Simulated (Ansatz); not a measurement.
Consider the redistribution: `CB(O)Br` + `CO[SiH](C)[GeH3]` → `COB(O)Br` + `C[SiH](C)[GeH3]`.

Computed with Ansatz on PBE0-D4/def2-TZVP structures; ΔE is electronic, products minus reactants. CBS: MP2 limit from def2 TZ/QZ plus the TZ coupled-cluster correction, frozen cores. DFT in def2-TZVPP. For Br, Ge outer-core shells are correlated without core-valence functions, which leaves a few kJ/mol of doubt a bond. Scalar relativity is left out up to krypton. Each species was taken in one conformer, which may not be the lowest.

```tsv
level	ΔE (kJ/mol)
r2SCAN-D4	-24.1
ωB97X-V	-22.6
PBE	-25.7
r2SCAN	-24.1
SCS-MP2/def2-TZVPP	-22.4
CCSD(T)/def2-TZVPP	-24.0
SCS-MP2/def2-QZVPP	-21.4
MP2/CBS(def2)	-22.6
```

(1) What does CCSD(T)/CBS give? (An estimate is asked.)

Largest T1 diagnostic among the species: 0.012.

Results:

(1) Computed: -22.5 kJ/mol. The listed levels differ from it by -1.6, -0.1, -3.2, -1.6, 0.1, -1.5, 1.1, -0.1 kJ/mol.

In def2-TZVPP, CCSD(T) changes the Hartree–Fock value by −5.1 kJ/mol (the triples alone add −1.0 kJ/mol) and MP2 by −5.1 kJ/mol.
